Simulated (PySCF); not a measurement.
B(I)(Me)2 (C2H6BI), SMILES CB(C)I. The structure is a stationary point at PBE-D3(BJ)/def2-SVP. The def2 effective core potentials stand for the cores of I; spin–orbit coupling is left out.

Computed equilibrium geometry at PBE-D3(BJ)/def2-SVP (PySCF confirms it by a frequency run) as bond lengths and angles, and its point group:
point group C2.
Atoms: B1 I2 C3 H4 H5 H6 C7 H8 H9 H10. Bond lengths (Å): B1–I2 2.172, B1–C3 1.565, B1–C7 1.565, C3–H4 1.116, C3–H5 1.110, C3–H6 1.106, C7–H8 1.110, C7–H9 1.106, C7–H10 1.116. Angles (°): I2–B1–C3 117.9, I2–B1–C7 117.9, C3–B1–C7 124.2, B1–C3–H4 106.2, B1–C3–H5 112.1, B1–C3–H6 115.3, H4–C3–H5 105.9, H4–C3–H6 106.6, H5–C3–H6 110.1, B1–C7–H8 112.1, B1–C7–H9 115.3, B1–C7–H10 106.2, H8–C7–H9 110.1, H8–C7–H10 105.9, H9–C7–H10 106.6.
